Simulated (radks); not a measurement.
The oxygen anion O-, [He] 2s2 2p5, held by a Watson sphere: a shell of charge +1 at radius R that stands for the Madelung well of a crystal (potential energy -1/R inside, -1/r outside, in hartree with lengths in bohr). Method: non-relativistic Kohn-Sham, LDA (Slater exchange, VWN5 correlation), spin-polarised, spherical densities, point nucleus; open shells are filled with parallel spins first; computed with a radial shooting solver on a logarithmic mesh with Libxc functionals. Response by self-consistent Sternheimer equations with the Hartree and adiabatic LDA kernel. The sphere does not respond.

| R (bohr) | e(2s down) (eV) | e(2p up) (eV) | e(2p down) (eV) | <r> 2p (bohr) | sum of <r^2> (bohr^2) | X-ray form factor at sin(theta)/lambda = 0.3 1/angstrom | alpha (bohr^3) |
|---|---|---|---|---|---|---|---|
| 1.85 | -22.093 | -9.079 | -7.825 | 1.402 | 16.09 | 4.150 | 9.365 |
| 2.06 | -21.478 | -8.555 | -7.315 | 1.431 | 16.68 | 4.120 | 10.57 |
| 2.22 | -21.046 | -8.176 | -6.943 | 1.451 | 17.09 | 4.104 | 11.54 |
| 2.58 | -20.181 | -7.391 | -6.168 | 1.491 | 17.93 | 4.084 | 13.94 |
| 2.67 | -19.986 | -7.210 | -5.989 | 1.500 | 18.12 | 4.081 | 14.57 |
| 2.69 | -19.943 | -7.170 | -5.950 | 1.502 | 18.17 | 4.080 | 14.71 |
| 2.81 | -19.698 | -6.940 | -5.721 | 1.514 | 18.41 | 4.077 | 15.59 |
| 3.05 | -19.244 | -6.510 | -5.292 | 1.535 | 18.86 | 4.073 | 17.40 |
| 3.75 | -18.159 | -5.461 | -4.238 | 1.588 | 19.97 | 4.069 | 23.19 |
